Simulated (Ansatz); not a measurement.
The cluster Cs₂Cl₂⁻. Charge -1, multiplicity 4. Geometry PBE-D4/def2-TZVPD; atoms count from 1.

Cartesian coordinates in Å:
```
Cs -1.040 2.964 0.547
Cs 1.041 -2.963 -0.549
Cl 1.102 0.257 0.703
Cl -1.103 -0.258 -0.701
```

In the def2 sets Cs takes a core potential; there is no spin–orbit coupling. In the quartet, Cl3 and Cl4 lie 2.66 Å apart (atoms count from 1), so these atoms are partly bonded to each other. At PBE0-D4/def2-TZVPD a doublet of charge -1 lies 3.63 eV below the quartet, each at its own geometry. The structure comes from a short search, and lower isomers may exist.

Q: Estimate the Mulliken populations from the PBE0/def2-TZVPD orbitals of Ansatz.

A: 
| atom | charge (e) | spin (α − β) |
| --- | --- | --- |
| Cs1 | -0.02 | 0.99 |
| Cs2 | -0.02 | 0.99 |
| Cl3 | -0.48 | 0.51 |
| Cl4 | -0.48 | 0.51 |
Mulliken values and Mayer orders depend strongly on the basis. With diffuse functions, as here, like atoms can get unlike values, and bond orders can come out too low or too high.

Q: Where does the spin sit?

A: Summed by element: Cs 1.98, Cl 1.02, of 3 unpaired in all. Largest on single atoms: Cs1 0.99, Cs2 0.99, Cl3 0.51.
